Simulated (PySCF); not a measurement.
**Working with the constants of TiC⁺**

PBE0 constants of TiC⁺, quartet, unpaired electrons σ ↑, π ↑, δ ↑, a mixture of terms (⟨Lz²⟩ = 4.9) (PySCF, no relativity, basis sets Ti def2-TZVPPD, C def2-TZVPPD; masses 47.9479 and 12.0000 u):

| Property | Result |
| --- | --- |
| ωe | 854.6 cm⁻¹ |
| ωexe | 13.1 cm⁻¹ |
| Be | 0.56051 cm⁻¹ |
| αe | 0.00528 cm⁻¹ |

What force constant and bond length do these constants imply?

Reduced mass μred = 9.5979 u; k = 5.8918×10⁻⁷·μred·ωe² (u, cm⁻¹, mdyn/Å) = 4.13 mdyn/Å; Re = √(16.8576/(μred·Be)) (u, cm⁻¹, Å) = 1.770 Å.

Estimate the centrifugal constant D from the Kratzer relation and find the Dunham coefficient a1.

D = 4Be³/ωe² = 9.64e-07 cm⁻¹; a1 = −1 − αeωe/(6Be²) = -3.39.

De is left out where the level can put another filling of the metal’s s and d shells below the measured ground configuration, by anything from nothing to about 1 eV. The state is the lowest single determinant that the PBE0 search found; with open d or f shells the true ground state can be another one.
